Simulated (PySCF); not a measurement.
A series of related molecules

Level of theory: PySCF 2.14.0, TDA CAM-B3LYP/def2-SVP excited states, vertical, gas phase. Geometry: GFN2-xTB.

Each molecule in one low-energy conformer.

How does the vertical S1–T1 gap change along this series?
- FC(F)(F)C=C=Cn1cccc1 (H replaced by pyrrolyl)
- CSC=C=CC(F)(F)F (H replaced by SCH3)
- FC(F)(F)C=C=Cc1cccs1 (H replaced by 2-thienyl)


| molecule | S1 (eV) | S1 from | f(S1) | T1 (eV) | T1 from | S1 − T1 (eV) | S0–T1 spin-orbit coupling (cm⁻¹) | S1–T1 spin-orbit coupling (cm⁻¹) |
| --- | --- | --- | --- | --- | --- | --- | --- | --- |
| FC(F)(F)C=C=Cn1cccc1 | 4.68 | HOMO−1→LUMO | 0.000 | 3.87 | HOMO→LUMO+1 | 0.81 | 0.28 | 2.89 |
| CSC=C=CC(F)(F)F | 4.46 | HOMO→LUMO | 0.000 | 3.98 | HOMO→LUMO+1 | 0.48 | 28.22 | 23.85 |
| FC(F)(F)C=C=Cc1cccs1 | 4.88 | HOMO→LUMO+1 | 0.001 | 2.94 | HOMO→LUMO | 1.94 | 0.23 | 12.84 |

The vertical S1–T1 gap is lowest for CSC=C=CC(F)(F)F and highest for FC(F)(F)C=C=Cc1cccs1.
